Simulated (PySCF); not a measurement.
**[W(=O)2(F)2] (charge 0, multiplicity 1)**

Level of theory: PySCF with TPSSh-D3(BJ)/def2-TZVP // PBE-D3(BJ)/def2-SVP.

```yaml
HOMO: -8.89 eV
dipole_moment: 1.83 D
HOMO–LUMO gap: 5.68 eV
LUMO: -3.21 eV
charge on the central atom (Mulliken): 1.64 e
total_energy: -417.6045 Ha
cost: very roughly 2.2 core-minutes
```

Bonded distances (Å): W1–O2 1.715, W1–O3 1.715, W1–F4 1.873, W1–F5 1.873. Bond angles (°): O2–W1–O3 105.6, O2–W1–F4 108.6, O2–W1–F5 108.6, O3–W1–F4 108.6, O3–W1–F5 108.6, F4–W1–F5 116.4.
